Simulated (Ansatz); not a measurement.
Ansatz (a first-principles code) input (HF/def2-QZVPPD):
A basis named .json is the Basis Set Exchange file of that set.

Ansatz 0.2 input:
```yaml
crystal:
  periodic: [false, false, false]
  atoms:
    - {symbol: Zr, position_ang: [-0.62783677, -0.19062980, -0.02226007]}
    - {symbol: H, position_ang: [-0.92480723, -1.23706522, 1.47642882]}
    - {symbol: H, position_ang: [-1.71294062, 1.30554147, -0.02564324]}
    - {symbol: H, position_ang: [-0.91365901, -1.14553148, -1.57868506]}
    - {symbol: S, position_ang: [1.67813928, 0.55244926, -0.00823389]}
    - {symbol: H, position_ang: [1.81464895, -0.13694083, 1.15004470]}
basis:
  gaussian:
    orbitals: def2-QZVPPD.json
hamiltonian:
  xc: hf
magnetization: {spin_polarized: true, initial_magnetization: 2}
```

End of the output:

```
integrals: 0.20 GiB planned
1264 factors; their error is unknown
mean field: 1.61 GiB planned
mean field evaluation 1: about -12140.9439 eV, gradient 1.5e1 eV
mean field evaluation 2: about -12142.6418 eV, gradient 8.1e0 eV
mean field evaluation 4: about -12143.2559 eV, gradient 1.6e0 eV
mean field evaluation 8: about -12143.7043 eV, gradient 5.9e-1 eV
mean field evaluation 16: about -12143.8476 eV, gradient 1.1e-1 eV
mean field evaluation 32: about -12143.9126 eV, gradient 5.7e-2 eV
mean field evaluation 64: about -12139.7698 eV, gradient 7.8e0 eV
mean field evaluation 96: about -12143.8501 eV, gradient 1.1e-1 eV
mean field evaluation 128: about -12143.4328 eV, gradient 1.5e0 eV
mean field evaluation 160: about -12143.0623 eV, gradient 8.4e-1 eV
mean field evaluation 192: about -12142.8107 eV, gradient 4.9e0 eV
mean field evaluation 224: about -12141.1802 eV, gradient 8.0e0 eV
mean field evaluation 256: about -12143.7073 eV, gradient 7.0e-1 eV
mean field evaluation 288: about -12143.2178 eV, gradient 9.6e-1 eV
mean field evaluation 320: about -12143.1275 eV, gradient 8.6e-1 eV
mean field evaluation 352: about -12138.3252 eV, gradient 1.2e1 eV
mean field evaluation 384: about -12142.3507 eV, gradient 1.7e0 eV
mean field evaluation 416: about -12143.0725 eV, gradient 2.9e0 eV
mean field evaluation 448: about -12143.8479 eV, gradient 7.3e-5 eV
mean field -12143.91288653 eV, -446.2805671400 hartree, gradient 5.6e-6 eV, S^2 2.011772; 6 other end points of the search recorded, 0 dependent functions left out
reference -12143.91288653 eV, -446.2805671400 hartree; 17, 15 occupied and 275, 277 virtual orbitals, 1264 factors
Total energy: -12143.91288653 eV, -446.2805671400 hartree
```

This state (charge 0, triplet) is run at the relaxed geometry of the species with charge 0 and multiplicity 1, and is a spin state other than that species' own.
